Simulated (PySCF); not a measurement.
## Exercise with solution: chemical shift, span and skew from a shielding tensor

Al(Cl)(NHMe)(OH) (CH5AlClNO), SMILES C[NH][Al]([OH])[Cl]. Atoms are numbered in the order given.

```xyz
10

Al     0.2505    -0.1108     0.0000
Cl    -0.5753    -2.0593     0.0000
N     -0.8363     1.2899     0.0000
C     -0.4705     2.6975     0.0000
H     -1.8485     1.1392     0.0000
H     -0.8480     3.2411    -0.8970
H     -0.8480     3.2411     0.8970
H      0.6331     2.8033     0.0000
O      1.9403     0.1697     0.0000
H      2.5905    -0.5487     0.0000
```

The structure is a stationary point at PBE-D3(BJ)/def2-SVP. The structure was generated by enumeration; whether it is a known compound was not checked. Other conformers were not sampled.

GIAO shieldings from PySCF with PBE0/pcSseg-1, non-relativistic, no solvent. The symmetric part of the tensor of C4 has the principal values 124.6, 143.0, 182.4 ppm. The same nucleus in TMS has σ = 186.3 ppm at this level (PySCF, at its B3LYP-D3(BJ)/def2-TZVP geometry). Without spin–orbit terms, shifts of atoms bonded to Cl or Br come out too high.

Problem. Work out the isotropic shielding, the ¹³C shift against TMS, the span and the skew.

Solution. 
σ(iso) = (σ11 + σ22 + σ33)/3 = 150.0 ppm. δ = σ(ref) − σ(iso) = 186.3 − (150.0) = 36.3 ppm.
Span Ω = σ33 − σ11 = 57.8 ppm. Skew κ = 3(σ(iso) − σ22)/Ω = 0.36. Tumbling in solution averages the tensor to δ; in a static solid the shielding alone would spread this spin-1/2 line over Ω.
